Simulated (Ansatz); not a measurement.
Compare A (`[SiH3]C1=COBN1`) with its isomer B (`N=C1CB1[SiH2]O`).

Calculated with Ansatz (gas phase, PBE0-D4/def2-TZVP geometries, no zero-point term in ΔE). CCSD(T)/CBS is the MP2 limit (def2-TZVPP, def2-QZVPP) plus CCSD(T) − MP2 in def2-TZVPP, frozen cores. DFT in def2-TZVPP. B3LYP here is the variant with VWN-RPA as its local correlation; programs differ in this. One conformer a species, not always the lowest.

(1) Which is lower in electronic energy at CCSD(T)/CBS, and by how much? (Estimate.)

(2) Give E(B) − E(A) in kcal/mol with B3LYP, CCSD(T)/def2-TZVPP, ωB97M-V, PBE0-D4, PBE-D4, HF/def2-TZVPP, CCSD/def2-TZVPP. (Estimate.)

Largest T1 diagnostic: 0.015.

## Answers

(1) Ansatz gave: A, by 76.8 kcal/mol.

(2) The calculation gave: B3LYP 74.7, CCSD(T)/def2-TZVPP 77.0, ωB97M-V 77.4, PBE0-D4 76.6, PBE-D4 74.1, HF/def2-TZVPP 76.6, CCSD/def2-TZVPP 76.3. None reverses the order clearly.

The D4 term adds +1.7 kcal/mol with B3LYP and +0.8 kcal/mol with PBE0; it sums over pairs of atoms, weighted by their polarisabilities, and B3LYP, whose exchange is more repulsive, gets the larger term. From PBE to PBE0 (25 % exact exchange), in def2-TZVPP and without D4, E(B) − E(A) moves by +2.7 kcal/mol.
